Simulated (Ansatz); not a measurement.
Frontier orbitals of ClH$_{3}$S$_{3}$Sn (`[SH][Sn]([SH])([SH])[Cl]`).

```xyz
8

S    -0.8137   -0.6525    2.1466
Sn   -0.2989   -0.1522   -0.1227
S    -1.2153    2.0068   -0.5273
S     2.0161   -0.2936   -0.6788
Cl   -1.2358   -1.7601   -1.5128
H    -0.3720   -1.9161    2.0179
H    -0.4312    2.1818   -1.6056
H     2.3508    0.5859    0.2826
```

Charge 0, multiplicity 1. Correlated methods include outer-core shells of Sn, which these sets cover unevenly. Sn: def2 effective core potential. All single points use the PBE0-D4/def2-TZVP geometry. It is one conformer, not always the lowest. Basis def2-TZVPP, the Gaussian-basis code of Ansatz.

Orbital energies of one run (eV). Highest occupied ones, from the top: -7.36, -7.62, -7.65, -8.48, -8.57, -9.26, -9.66, -10.00, -11.04, -11.19, -11.94, -13.69, -19.84, -19.88. Empty: -2.67, -0.52, -0.44, -0.25, 0.06, 0.31.

(1) Which functional gave them?
A. r2SCANh
B. LC-ωPBE
C. LDA (SPW92)
D. B97M-V

Results:

(1) A. HOMO energies: r2SCANh -7.36, B97M-V -6.98, LC-ωPBE -10.59, LDA (SPW92) -6.72 eV.

LC-ωPBE has ω = 0.4 bohr⁻¹.
